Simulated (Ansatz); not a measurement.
Two isomers of GaH6NOSi: A = `[NH2][GaH][O][SiH3]`, B = `[NH2][GaH][SiH2]O`.

Calculated with Ansatz (gas phase, PBE0-D4/def2-TZVP geometries, no zero-point term in ΔE). CCSD(T)/CBS adds triple-zeta CCSD(T) − MP2 to the extrapolated MP2 energy (def2 sets, frozen cores). DFT in def2-TZVPP. B3LYP here is the variant with VWN-RPA as its local correlation; programs differ in this. For Ga outer-core shells are correlated without core-valence functions, which leaves a few kJ/mol of doubt a bond. Scalar relativity is left out up to krypton. Each species was taken in one conformer, which may not be the lowest.

Problem. Which is lower in electronic energy at CCSD(T)/CBS, and by how much? (Estimate.)

Solution. The calculation gave: A, by 17.1 kcal/mol.

Problem. Give E(B) − E(A) in kcal/mol with CCSD/def2-TZVPP, HF/def2-TZVPP, B2PLYP, B3LYP-D4, CCSD(T)/def2-TZVPP, r2SCAN-D4, B3LYP. (Best estimate.)

Solution. The calculation gave: CCSD/def2-TZVPP 18.8, HF/def2-TZVPP 23.0, B2PLYP 18.3, B3LYP-D4 16.5, CCSD(T)/def2-TZVPP 18.4, r2SCAN-D4 16.3, B3LYP 16.5. None reverses the order clearly.

Largest T1 diagnostic: 0.014.

From PBE to PBE0 (25 % exact exchange), in def2-TZVPP and without D4, E(B) − E(A) moves by +1.8 kcal/mol. In def2-TZVPP, CCSD(T) changes the Hartree–Fock value by −4.6 kcal/mol (the triples alone add −0.5 kcal/mol) and MP2 by −3.0 kcal/mol.
